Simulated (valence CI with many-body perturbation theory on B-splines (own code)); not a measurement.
K XIII: key properties

Method: valence CI with perturbative core correlation (CI+MBPT): five valence electrons over a frozen Dirac-Fock core [He], radial functions for each j: 9 s, 9 p, 8 d, 6 f, 3 g, 1 h, with the one-electron correlation potential Σ1, the two-electron term Σ2, the three-electron term Σ3, Breit, model QED; selected CI, second order for the rest, scaled by the run's own slope (own B-spline code, finite nucleus).

No measured levels were compared; by estimate levels of excited configurations hold to 0.05 to 0.15 % of their energy, terms of the ground configuration to about 0.5 %. Among the levels kept, up to 2400 cm⁻¹ of a level comes from second order outside the variational space, and about a tenth of that is noise between levels of different J, which matters for small intervals.

Rates and lifetimes use the calculated energies. Strong lines usually hold to 10 to 20 %, long lifetimes can be off by a factor of two.

Q: What is the ground level?

A: 2s2 2p3 4S°_3/2, composition 98 % 2s2 2p3 4S° + 1 % 2s2 2p3 2P°, g = 1.991.

Q: How well does LS coupling describe the low levels?

A: Among the lowest 20 levels the leading LS term, summed over configurations, holds 97 % on average. For single configurations the figures are 96 % in LS and 71 % in jj coupling. Terms mix most in the J = 3/2 level at 20.89 eV, where the leading one holds 90 %.

Q: What is the ionisation energy?

A: 714.32 eV; NIST lists 714.7 ± 0.5 eV (semi-empirical).

Q: Where does the other parity begin?

A: At 2s 2p4 4P_5/2, 59.59 eV.

Q: Name the longest-lived excited levels whose lifetime is computed, and their main decay.

A: 2s2 2p3 2D°_5/2 at 13.15 eV lives 132 ms, mostly by M1 to 2s2 2p3 4S°_3/2; 2s2 2p3 2D°_3/2 at 12.51 eV lives 4.37 ms, mostly by M1 to 2s2 2p3 4S°_3/2; 2s2 2p3 2P°_1/2 at 19.97 eV lives 782 μs, mostly by M1 to 2s2 2p3 4S°_3/2.
